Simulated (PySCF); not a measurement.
PySCF input (BP86/def2-SVP):

```python
from pyscf import gto, dft

mol = gto.M(
    atom='''
    C    -1.07726718    0.31070560   -0.28901821
    S     0.51175678   -0.09098563    0.09072573
    H    -1.72450539   -0.40846356    0.28249763
    ''',
    basis='def2-svp',
    charge=-1,
    spin=0,
    verbose=4,
)

mf = dft.RKS(mol, xc='bp86')
mf.grids.level = 3
mf.conv_tol = 1e-9
mf.max_cycle = 100
mf.max_memory = 1500
mf.kernel()
if not mf.converged:
    mf = mf.newton()
    mf.kernel(mf.make_rdm1())
mf.dip_moment()
```

From the output:

```
SCF conv_tol = 1e-09
SCF conv_tol_grad = None
SCF max_cycles = 100
direct_scf = True
direct_scf_tol = 1e-13
XC library pyscf.dft.libxc version 7.1.2
    S. Lehtola, C. Steigemann, M. J. T. Oliveira, and M. A. L. Marques,  SoftwareX 7, 1–5 (2018)
XC functionals = bp86
    A. D. Becke,  Phys. Rev. A 38, 3098 (1988)
    J. P. Perdew,  Phys. Rev. B 33, 8822 (1986)
    J. P. Perdew,  Phys. Rev. B 34, 7406–7406 (1986)
radial grids:
    Treutler-Ahlrichs [JCP 102, 346 (1995); DOI:10.1063/1.469408] (M4) radial grids

becke partition: Becke, JCP 88, 2547 (1988); DOI:10.1063/1.454033
pruning grids: <function nwchem_prune>
grids dens level: 3
symmetrized grids: False
atomic radii adjust function: <function treutler_atomic_radii_adjust>
small_rho_cutoff = 0
Set gradient conv threshold to 3.16228e-05
Initial guess from minao.
tot grids = 42808
init E= -436.68539445455
  HOMO = -0.206804241647272  LUMO = -0.150640182535517  gap/eV = 1.52830
cycle= 1 E= -436.65727733528  delta_E= 0.0281  |g|= 0.354  |ddm|= 1.99
  HOMO = 0.184876534614479  LUMO = 0.220887990737381  gap/eV = 0.97992
cycle= 2 E= -436.628079105607  delta_E= 0.0292  |g|= 0.479  |ddm|= 1.98
  HOMO = 0.123349572451808  LUMO = 0.151980275027299  gap/eV = 0.77908
cycle= 3 E= -436.683774873752  delta_E= -0.0557  |g|= 0.235  |ddm|= 1.21
  HOMO = 0.11857993888941  LUMO = 0.151912161532437  gap/eV = 0.90702
cycle= 4 E= -436.701374063064  delta_E= -0.0176  |g|= 0.0321  |ddm|= 0.301
  HOMO = 0.116420979760753  LUMO = 0.150193873228913  gap/eV = 0.91901
cycle= 5 E= -436.701746192923  delta_E= -0.000372  |g|= 0.00773  |ddm|= 0.0787
  HOMO = 0.116475506302266  LUMO = 0.150429776222214  gap/eV = 0.92394
cycle= 6 E= -436.701768349562  delta_E= -2.22e-05  |g|= 0.000945  |ddm|= 0.0167
  HOMO = 0.116443875632662  LUMO = 0.150366183875106  gap/eV = 0.92307
cycle= 7 E= -436.70176865781  delta_E= -3.08e-07  |g|= 0.000166  |ddm|= 0.00175
  HOMO = 0.116426720204857  LUMO = 0.150348552621698  gap/eV = 0.92306
cycle= 8 E= -436.701768666524  delta_E= -8.71e-09  |g|= 4.02e-05  |ddm|= 0.000426
  HOMO = 0.116423762039561  LUMO = 0.15034651114442  gap/eV = 0.92309
cycle= 9 E= -436.701768667059  delta_E= -5.36e-10  |g|= 8.11e-06  |ddm|= 7.52e-05
  HOMO = 0.116422782349098  LUMO = 0.150345856940173  gap/eV = 0.92309
Extra cycle  E= -436.701768666957  delta_E= 1.02e-10  |g|= 1.88e-05  |ddm|= 4.37e-05
converged SCF energy = -436.701768666957

WARN: System has nonzero charge -1; the dipole moment is origin-dependent.
Location of origin: [0. 0. 0.]

Dipole moment(X, Y, Z, Debye):  1.62495, -1.38625,  1.19077
```

The dipole moment of an ion depends on the origin.

The geometry given is a B3LYP-D3(BJ)/def2-TZVP minimum.
